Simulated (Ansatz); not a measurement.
One change: `[OH][Al]([OH])[SiH3]` becomes `O=[CH][Al]([OH])[SiH3]`.

Ansatz, PBE0-D4/def2-TZVP geometries, multiplicity 1. Each molecule was computed in one conformer, which needn't be the lowest.

```csv
property,`[OH][Al]([OH])[SiH3]`
LUMO energy (PBE0/def2-TZVPP) / eV,-0.70
HOMO energy (PBE0/def2-TZVPP) / eV,-8.03
HOMO–LUMO gap (PBE/def2-TZVPP) / eV,5.47
HOMO energy (PBE/def2-TZVPP) / eV,-6.93
size of the dipole moment (PBE/def2-TZVPP) / D,2.39
HOMO energy (B3LYP/def2-TZVPP) / eV,-7.83
```

Q: What does the change do to each property? (An estimate is asked.)

A: Computed: 
```tsv
property	`O=[CH][Al]([OH])[SiH3]`	shift
LUMO energy (PBE0/def2-TZVPP) / eV	-2.25	-1.55
HOMO energy (PBE0/def2-TZVPP) / eV	-6.58	1.45
HOMO–LUMO gap (PBE/def2-TZVPP) / eV	1.99	-3.48
HOMO energy (PBE/def2-TZVPP) / eV	-5.21	1.72
size of the dipole moment (PBE/def2-TZVPP) / D	2.61	0.22
HOMO energy (B3LYP/def2-TZVPP) / eV	-6.38	1.45
```

With PBE0 the HOMO rises by 1.45 eV and the LUMO falls by 1.55 eV, so the gap narrows by about 3.00 eV. PBE moves the HOMO by 1.72 eV and ωB97M-V by 1.26 eV. Dipoles are sizes alone; their direction can turn.

B3LYP here is the variant with VWN-RPA as its local correlation; programs differ in this.
